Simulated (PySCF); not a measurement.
Molecule: SMILES O=Cc1ccncc1, C6H5NO.

Molfile (atoms numbered from 1):
```
C6H5NO
     RDKit          3D

 13 13  0  0  0  0  0  0  0  0999 V2000
    2.8435    0.9392    0.0689 O   0  0  0  0  0  0  0  0  0  0  0  0
    2.1632   -0.0464   -0.0445 C   0  0  0  0  0  0  0  0  0  0  0  0
    0.6777   -0.0353   -0.0414 C   0  0  0  0  0  0  0  0  0  0  0  0
   -0.0468   -1.2221   -0.1512 C   0  0  0  0  0  0  0  0  0  0  0  0
   -1.4401   -1.1514   -0.1357 C   0  0  0  0  0  0  0  0  0  0  0  0
   -2.1096   -0.0085   -0.0246 N   0  0  0  0  0  0  0  0  0  0  0  0
   -1.4122    1.1231    0.0778 C   0  0  0  0  0  0  0  0  0  0  0  0
   -0.0215    1.1684    0.0762 C   0  0  0  0  0  0  0  0  0  0  0  0
    2.6224   -1.0615   -0.1592 H   0  0  0  0  0  0  0  0  0  0  0  0
    0.4641   -2.1846   -0.2446 H   0  0  0  0  0  0  0  0  0  0  0  0
   -2.0408   -2.0646   -0.2165 H   0  0  0  0  0  0  0  0  0  0  0  0
   -1.9948    2.0471    0.1664 H   0  0  0  0  0  0  0  0  0  0  0  0
    0.5302    2.1070    0.1624 H   0  0  0  0  0  0  0  0  0  0  0  0
  1  2  2  0
  2  3  1  0
  3  4  2  0
  4  5  1  0
  5  6  2  0
  6  7  1  0
  7  8  2  0
  8  3  1  0
  2  9  1  0
  4 10  1  0
  5 11  1  0
  7 12  1  0
  8 13  1  0
M  END
```

Geometry PBE0-D3(BJ)/def2-SVP throughout; GIAO in PySCF, gas phase, one conformer, non-relativistic; equivalent atoms averaged; functional PBE0.

For orientation, def2-TZVP gives these shifts δ (against H2O, TMS, NH3 at the same level): O1 669.0, C2 195.7, C5/C7 157.1, C3 146.1, C4/C8 127.1, N6 379.2, H9 10.34, H11/H12 9.20, H10/H13 7.85 ppm.

A run gave: O1 662.9, C2 187.3, C5/C7 146.8, C3 135.2, C4/C8 119.4, N6 356.8, H9 10.86, H11/H12 9.36, H10/H13 7.84 ppm (shifts δ (against H2O, TMS, NH3 at the same level)).

Which basis set was used in that run?
A. 6-31G
B. 6-311+G(2d,p)
C. IGLO-III
D. pcSseg-0

Results:

A. C3 tells them apart best: 6-31G gives 135.2, pcSseg-0 gives 146.9, IGLO-III gives 149.4, 6-311+G(2d,p) gives 144.2 ppm.
